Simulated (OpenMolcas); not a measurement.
# Multiconfigurational calculation on O IV

Input:

```
&GATEWAY
Coord
1

O 0.0 0.0 0.0
Basis=ANO-R3
Group=XYZ
NoMove
AngMom=0.0 0.0 0.0
AMFI
&SEWARD
&RASSCF
FileOrb=start.orb
Symmetry=2
Spin=4
nActEl=3 0 0
Inactive=1 0
Ras2=1 3
CIRoot=1 1 1
SDav=1
CIMx=300
Iter=120 100
PrWF=0.3
OrbListing=Nothing
MaxOrb=0
Atom
>>> COPY $Project.JobIph JOBPRE
&RASSCF
FileOrb=start.orb
Symmetry=2
Spin=4
nActEl=3 0 2
Inactive=1 0
Ras2=1 3
Ras3=5 0
CIRoot=1 1 1
SDav=46
CIMx=300
Iter=120 100
PrWF=0.3
OrbListing=Nothing
MaxOrb=0
Thrs=2.0e-7 1.0e-1 5.0e-4
Atom
>>> COPY $Project.JobIph JOB001
&RASSCF
FileOrb=start.orb
Symmetry=2
Spin=2
nActEl=3 0 2
Inactive=1 0
Ras2=1 3
Ras3=5 0
CIRoot=11 11 1
SDav=116
CIMx=300
Iter=120 100
PrWF=0.3
OrbListing=Nothing
MaxOrb=0
Thrs=2.0e-7 1.0e-1 5.0e-4
Atom
>>> COPY $Project.JobIph JOB002
&RASSCF
FileOrb=start.orb
Symmetry=1
Spin=4
nActEl=3 0 2
Inactive=1 0
Ras2=1 3
Ras3=5 0
CIRoot=3 3 1
SDav=28
CIMx=300
Iter=120 100
PrWF=0.3
OrbListing=Nothing
MaxOrb=0
Thrs=2.0e-7 1.0e-1 5.0e-4
Atom
>>> COPY $Project.JobIph JOB003
&RASSCF
FileOrb=start.orb
Symmetry=1
Spin=2
nActEl=3 0 2
Inactive=1 0
Ras2=1 3
Ras3=5 0
CIRoot=9 9 1
SDav=84
CIMx=300
Iter=120 100
PrWF=0.3
OrbListing=Nothing
MaxOrb=0
Thrs=2.0e-7 1.0e-1 5.0e-4
Atom
>>> COPY $Project.JobIph JOB004
&RASSI
NrOfJobIphs=4 1 11 3 9
1
1 2 3 4 5 6 7 8 9 10 11
1 2 3
1 2 3 4 5 6 7 8 9
IphNames
JOB001
JOB002
JOB003
JOB004
EJob
SpinOrbit
DIPRint=1.0
SOCoupling=1000.0
Subsets=2
MEES
Property=10
'ANGMOM' 1 'ANGMOM' 2 'ANGMOM' 3 'MLTPL  1' 1 'MLTPL  1' 2 'MLTPL  1' 3
'AMFI' 1 'AMFI' 2 'AMFI' 3 'MLTPL  2' 6
SOProperty=3
'ANGMOM' 1 'ANGMOM' 2 'ANGMOM' 3
```

Launched by
```bash
OMP_NUM_THREADS=1 MOLCAS_MEM=2252 MOLCAS_PROJECT=a pymolcas a.inp > a.log  # once for each step of the input, in one work folder
```

A driver script runs the steps one by one and writes start.orb anew before each from the orbitals found so far.

Output, cut to the results:

```
--- SEWARD ---
Basis set label: O.ANO-R...4S4P2D1F.

      Electronic valence basis set:
      ------------------
      Associated Effective Charge   8.000000 au
      Associated Actual Charge      8.000000 au
      Nuclear Model: Finite nucleus - Gaussian distribution
        Gaussian exponent, Xi/bohr**(-2):  5.86314E+08

      Shell  nPrim  nBasis  Cartesian Spherical Contaminant
         s      13       4        X
         p       8       4        X
         d       4       2                 X
         f       3       1                 X
                  Relativistic X2C integrals
                  Atomic mean-field integrals
--- RASSCF ---
Wave function specifications:
      -----------------------------

      Number of closed shell electrons           2
      Number of electrons in active shells       3
      Max number of holes in RAS1 space          0
      Max nr of electrons in RAS3 space          2
      Number of inactive orbitals                1
      Number of active orbitals                  9
      Number of secondary orbitals              23
      Spin quantum number                      1.5
      State symmetry                             2
Orbital specifications:
      -----------------------

      Symmetry species                           1   2
                                                ag  au
      Frozen orbitals                            0   0
      Inactive orbitals                          1   0
      Active orbitals                            6   3
      RAS1 orbitals                              0   0
      RAS2 orbitals                              1   3
      RAS3 orbitals                              5   0
      Secondary orbitals                         7  16
      Deleted orbitals                           0   0
      Number of basis functions                 14  19
      Number of CSFs                            46
      Number of root(s) required                 1
      Iter CI   SX   CI       RASSCF       Energy    max ROT     max BLB   max BLB  Level Ln srch  Step   QN
          iter iter root      energy       change     param      element    value   shift minimum  type update
 Nr of preliminary CI iterations:   1
 ###############################################################################
 ###############################################################################
 ###                                                                         ###
 ###                                                                         ###
 ###    WARNING: Problems in orbital optimization.                           ###
 ###                                                                         ###
 ###                                                                         ###
 ###############################################################################
 ###############################################################################
  Warning: In symmetry  1, orbital p=   2 has diagonal density matrix element D(p,p) close to zero. D(p,p)=  1.476249E-31
        1   1    2    1   -70.17503311    0.00E+00  -9.95E-08    1   9 1 -4.31E-07   0.50   0.00    SX    NO
        ...
 ###############################################################################
 ###############################################################################
  Warning: In symmetry  1, orbital p=   2 has diagonal density matrix element D(p,p) close to zero. D(p,p)=  9.551129E-30
        4   1    1    1   -70.17503311   -1.42E-14   0.00E+00    3   9 2 -3.08E-08   0.50   0.00    SX    NO
      Convergence after  4 iterations
        5   1    1    1   -70.17503311    7.11E-14   0.00E+00    3   9 2 -3.08E-08   0.50   0.00    SX    NO
      Natural orbitals and occupation numbers for root  1
      sym 1:   0.000000   0.000925   0.000925   0.000925   0.000925   0.000925
      sym 2:   0.998459   0.998459   0.998459
::    RASSCF root number  1 Total energy:    -70.17503311
--- RASSCF ---
Wave function specifications:
      -----------------------------

      Number of closed shell electrons           2
      Number of electrons in active shells       3
      Max number of holes in RAS1 space          0
      Max nr of electrons in RAS3 space          2
      Number of inactive orbitals                1
      Number of active orbitals                  9
      Number of secondary orbitals              23
      Spin quantum number                      0.5
      State symmetry                             2
...
--- RASSI ---
SPIN-FREE ENERGIES:
  (Shifted by EMIN (a.u.) =        -71.2295559431)

 SF State       Relative EMIN(au)   Rel lowest level(eV)    D:o, cm**(-1)      L_eff

     2             0.0000000000        0.0000000000              0.0000         1.0
     3             0.0000000000        0.0000000000              0.0000         1.0
     4             0.0000000000        0.0000000000              0.0000         1.0
    13             0.3163795534        8.6091262282          69437.2859         1.0
    14             0.3163795534        8.6091262282          69437.2859         1.0
    15             0.3163795534        8.6091262282          69437.2859         1.0
    16             0.5879629396       15.9992866472         129042.9494         2.0
    17             0.5879629396       15.9992866472         129042.9494         2.0
    18             0.5879629396       15.9992866472         129042.9494         2.0
    19             0.5879629396       15.9992866472         129042.9494         2.0
    20             0.5879629396       15.9992866472         129042.9494         2.0
    21             0.7754283045       21.1004790999         170186.8413         0.0
    22             0.8394997434       22.8439517698         184248.8967         1.0
    23             0.8394997434       22.8439517698         184248.8967         1.0
    24             0.8394997434       22.8439517698         184248.8967         1.0
     1             1.0545228304       28.6950280439         231441.0095         0.0
     8             1.1744721881       31.9590163462         257766.8505         2.0
     9             1.1744721881       31.9590163462         257766.8505         2.0
     7             1.1744721881       31.9590163462         257766.8505         2.0
     5             1.1744721881       31.9590163462         257766.8505         2.0
     6             1.1744721881       31.9590163462         257766.8505         2.0
...
```

Levels above the lowest, from the spin-orbit matrix, grouped by J:

```
Configuration  Term    J  E (cm-1)  Measured (cm-1)  Term weight %
       2s2 2p   2P*  1/2       0.0              0.0            100
       2s2 2p   2P*  3/2       349              386            100
       2s 2p2    4P  1/2     69462            71440            100
       2s 2p2    4P  3/2     69587            71570            100
       2s 2p2    4P  5/2     69793            71756            100
       2s 2p2    2D  3/2    129274           126950            100
       2s 2p2    2D  5/2    129276           126936            100
       2s 2p2    2S  1/2    170417           164366            100
       2s 2p2    2P  1/2    184320           180481            100
       2s 2p2    2P  3/2    184564           180724            100
          2p3   4S*  3/2    231673           231538            100
          2p3   2D*  3/2    257996           255185            100
          2p3   2D*  5/2    258000           255156            100
          2p3   2P*  1/2    295626           289015            100
          2p3   2P*  3/2    295641           289024            100
```

Against the 14 measured excited levels shown (Moore, Selected Tables of Atomic Spectra, NSRDS-NBS 3, section 10) the mean absolute deviation is 3100 cm-1; the largest miss in energy is 2p3 2P* 3/2: computed 295641, measured 289024 cm-1 (+2.3 %), and the largest in proportion 2s2 2p 2P* 3/2 (-9.7 %).

Active for correlation alone: 3d; no level in the range computed is led by a configuration that fills it, so any true level of that kind is missing. Measured partners are found by configuration, term and J. A level has none where our copy of the source lacks it or the pairing is in doubt (some pairs that miss far off the trend of their configuration count as doubtful), and it then counts in no deviation. Only configurations of the active space appear. The first state left out of the spin-orbit step lies near 750000 cm-1 above the lowest spin-free state of the reference (among the parities and spins computed), and the list stops at four fifths of that energy or lower.

The RASSCF and RASSI steps took 20 s on 1 thread of Arm Neoverse V1, with other jobs on the host; the integral step is not counted.

The term weight is that of the spin-free term in the level, not the purity of its configuration. * marks odd parity.
